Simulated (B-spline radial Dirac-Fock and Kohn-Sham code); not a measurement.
**X-ray lines that fill the M4 vacancy in Cs⁷⁺**

System: cesium as Cs⁷⁺, [Kr] 4d10 5s2.

These are calculated numbers from a radial atomic solver; the model is a relativistic independent-particle model: LDA orbitals of the hole state, radiative multipoles to third order, Auger rates from the Coulomb interaction with a continuum orbital, Dirac-Fock energies.

| line | multipole | energy (eV) | width (meV) | share (%) |
| --- | --- | --- | --- | --- |
| Mζ2 (M4-N2) | E1 | 558.3 | 0.264 | 86.3 |
| M4-N3 | E1 | 572.3 | 0.0412 | 13.5 |
| M4-N4 | E2 | 665.4 | 0.000255 | 0.0836 |
| M4-N5 | E2 | 667.7 | 0.000106 | 0.0348 |

The listed lines hold 100.0 % of the radiative rate. The radiative width is 0.000305 eV in the length form and 0.000326 eV in the velocity form; the two differ because the transition energies are not eigenvalue differences of the potential that gave the orbitals.
